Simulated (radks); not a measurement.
All-electron atom: Sm4+ in [Kr] 4d10 4f4 5s2 5p5 6p1 (not the ground configuration).

All-electron calculation, Dirac Kohn-Sham, PBE, spin-unpolarised, spherical densities, point nucleus; open shells fill j = l - 1/2 first. Program: a radial shooting solver on a logarithmic mesh with Libxc functionals.

Energy parts (hartree):
total: -10430.0864
kinetic: 11311.9090
electron-nucleus: -25436.7705
Hartree: 3928.9834
exchange-correlation: -234.2083

Orbitals (lengths in bohr, moments of r in powers of bohr; r(max) is where P^2 peaks; r(90%) holds 90 % of the orbital's charge):
| orbital | occ. | eigenvalue (hartree) | r(90%) | r(max) | <r^2> | small-component weight |
|---|---|---|---|---|---|---|
| 1s1/2 | 2 | -1715.908 | 0.0411 | 0.01449 | 0.0007047 | 5.31e-02 |
| 2s1/2 | 2 | -282.0920 | 0.150 | 0.08231 | 0.01105 | 1.17e-02 |
| 2p1/2 | 2 | -267.4682 | 0.133 | 0.06237 | 0.008050 | 1.17e-02 |
| 2p3/2 | 4 | -245.3166 | 0.142 | 0.06800 | 0.009293 | 1.09e-02 |
| 3s1/2 | 2 | -63.56564 | 0.374 | 0.2339 | 0.07417 | 3.66e-03 |
| 3p1/2 | 2 | -57.27835 | 0.367 | 0.2209 | 0.06935 | 3.60e-03 |
| 3p3/2 | 4 | -52.79398 | 0.385 | 0.2329 | 0.07656 | 3.37e-03 |
| 3d3/2 | 4 | -41.89820 | 0.357 | 0.1858 | 0.06160 | 3.25e-03 |
| 3d5/2 | 6 | -40.92485 | 0.363 | 0.1892 | 0.06362 | 3.19e-03 |
| 4s1/2 | 2 | -14.37679 | 0.829 | 0.5391 | 0.3759 | 1.16e-03 |
| 4p1/2 | 2 | -11.96122 | 0.858 | 0.5447 | 0.3967 | 1.09e-03 |
| 4p3/2 | 4 | -10.96564 | 0.899 | 0.5700 | 0.4352 | 1.01e-03 |
| 4d3/2 | 4 | -6.98514 | 0.985 | 0.5805 | 0.5003 | 8.56e-04 |
| 4d5/2 | 6 | -6.80516 | 1.000 | 0.5886 | 0.5152 | 8.36e-04 |
| 4f5/2 | 4 | -2.15223 | 1.38 | 0.5920 | 0.8605 | 5.19e-04 |
| 4f7/2 | 0 | -2.12770 | 1.39 | 0.5962 | 0.8753 | 5.12e-04 |
| 5s1/2 | 2 | -3.40317 | 1.89 | 1.223 | 1.976 | 2.79e-04 |
| 5p1/2 | 2 | -2.68908 | 2.08 | 1.315 | 2.363 | 2.35e-04 |
| 5p3/2 | 3 | -2.52221 | 2.18 | 1.377 | 2.587 | 2.17e-04 |
| 5d3/2 | 0 | -1.51208 | 2.82 | 1.674 | 4.171 | 1.39e-04 |
| 5d5/2 | 0 | -1.49078 | 2.85 | 1.697 | 4.280 | 1.36e-04 |
| 5f5/2 | 0 | -0.69473 | 4.96 | 3.017 | 12.85 | 5.23e-05 |
| 5f7/2 | 0 | -0.69307 | 4.97 | 3.029 | 12.93 | 5.22e-05 |
| 6s1/2 | 0 | -1.24227 | 4.02 | 2.716 | 9.111 | 7.61e-05 |
| 6p1/2 | 1 | -1.03519 | 4.49 | 3.038 | 11.34 | 6.34e-05 |
| 6p3/2 | 0 | -0.99764 | 4.63 | 3.154 | 12.13 | 6.02e-05 |
| 7p1/2 | 0 | -0.55045 | 7.72 | 5.668 | 34.57 | 3.08e-05 |
| 7p3/2 | 0 | -0.53456 | 7.91 | 5.825 | 36.39 | 2.96e-05 |

The highest occupied level is 6p1/2 at -28.169 eV. The configuration is held as typed, so some empty levels lie below it. Summed over all electrons, <r^2> = 40.90 bohr^2, which gives a Langevin (diamagnetic) susceptibility term of -32.4 x 10^-6 cm^3/mol. The density falls to 0.001 e/bohr^3 at r = 4.18 bohr.
